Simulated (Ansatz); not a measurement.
Reading a saddle point

A first-order saddle point of SiH6Se, singlet, PBE0-D4/def2-TZVP, with one imaginary mode of 1197i cm⁻¹:

| atom | x (Å) | y (Å) | z (Å) |
| --- | --- | --- | --- |
| Si1 | -0.1198 | -0.2964 | -0.7471 |
| H2 | -0.3659 | -1.1643 | 0.7002 |
| H3 | 1.1861 | -0.8519 | -1.1518 |
| H4 | -1.2114 | -1.2096 | -1.2197 |
| H5 | -0.5090 | 1.0007 | -1.3582 |
| H6 | 0.1417 | -0.4425 | 1.0787 |
| Se7 | 1.0723 | 1.1549 | 1.1707 |
| H8 | -0.1938 | 1.8093 | 1.5271 |

Computed with Ansatz 0.2.0 (basis: def2-TZVPP and def2-QZVPP); correlated methods freeze the cores. Filled d shells of the heavier atoms are correlated. The def2 sets are not built for correlating such inner shells, so the correlated values are less sure here. Extrapolation: Hartree–Fock as exp(−7.88 √X), correlation as X^−2.97.

(1) Which contacts change along the imaginary mode, and what lies on either side? (A judgement: the text doesn't fix the answer.)

(2) Which side is lower, and how far does the saddle lie above each? (To be estimated.)

No T1 diagnostic of these runs exceeds 0.012.

Answers

(1) The calculation gives: The step is H₂Se + SiH₄ → SiH₄Se ([SiH3][SeH]) + H₂, with the molecules in contact on both sides. Shortening one way: Si1–Se7, H2–H6; lengthening the same way: Si1–H2, H6–Se7.
```
   pair  one side (Å)  saddle (Å)  other side (Å)
Si1–Se7          3.87        2.68            2.28
  H2–H6          3.37        0.96            0.75
 Si1–H2          1.48        1.71            3.92
 H6–Se7          1.47        1.85            3.30
```

(2) By the calculation: The side with Si1–Se7, H2–H6 short is lower by 36.8 kJ/mol; the saddle lies 244.1 kJ/mol above it and 207.4 kJ/mol above the other (CCSD(T) at an estimated basis limit (MP2 extrapolated from triple and quadruple zeta, plus CCSD(T) − MP2 in triple zeta); electronic energies).

Labels in which every atom is bracketed show which atoms are joined, not bond orders.

For scale, one of the runs: CCSD(T)/def2-TZVPP, 174 basis functions, launched by `ansatz run in.yaml --threads 2 --pin off --events-out ev --progress --plain --max-ram 4352MiB`. Time: 39 s of wall clock on 2 CPU threads of an Arm Neoverse V1; the host was shared. Peak host memory: 1.5 GiB.
